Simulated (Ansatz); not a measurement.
Reaction (formal exchange of groups at a Ge–F bond): `[F][Ge][Cl]` + `CC(C)(O)F` → `[CH3][Ge][Cl]` + `CC(O)(F)F`

Isolated molecules relaxed with PBE0-D4/def2-TZVP in Ansatz; ΔE leaves out vibrations. CCSD(T)/CBS is the MP2 limit (def2-TZVPP, def2-QZVPP) plus CCSD(T) − MP2 in def2-TZVPP, frozen cores. Functionals use def2-TZVPP. For Ge outer-core shells are correlated without core-valence functions, which leaves a few kJ/mol of doubt a bond. Scalar relativity is left out up to krypton. One conformer a species, not always the lowest.

Q: Is it downhill or uphill in electronic energy at CCSD(T)/CBS, and by how much? (Estimate.)

A: The calculation gave: Uphill: ΔE = +126.1 kJ/mol.

Q: What do these levels give: LDA (SPW92), PBE-D4, r2SCAN-D4, r2SCAN, SCS-MP2/def2-TZVPP, HF/CBS(def2)? (Estimate.)

A: Computed: LDA (SPW92) 116.4, PBE-D4 122.7, r2SCAN-D4 121.9, r2SCAN 121.6, SCS-MP2/def2-TZVPP 126.7, HF/CBS(def2) 115.6 kJ/mol.

Q: What do rigid-rotor, harmonic-oscillator terms from PBE0-D4/def2-TZVP frequencies (298.15 K, 1 bar) make of the CCSD(T)/CBS value? (An estimate is asked.)

A: Ansatz gave: ΔZPE = -5.8 kJ/mol, ΔH = +121.4 kJ/mol, ΔS = 10 J/(mol·K), ΔG = +118.3 kJ/mol.

Largest T1 diagnostic among the species: 0.014.

Leaving LDA and LC-ωPBE aside and taking each functional with its dispersion term where it has one, the values, not all of them listed here, spread over 16.5 kJ/mol, from HSE06-D4 to BLYP-D4. LDA lies −5.7 kJ/mol from PBE without D4. From PBE to PBE0 (25 % exact exchange), in def2-TZVPP and without D4, ΔE moves by −6.0 kJ/mol. At CCSD(T), def2-SVP lies −11.0 kJ/mol from the extrapolated value and def2-TZVPP −6.4 kJ/mol.
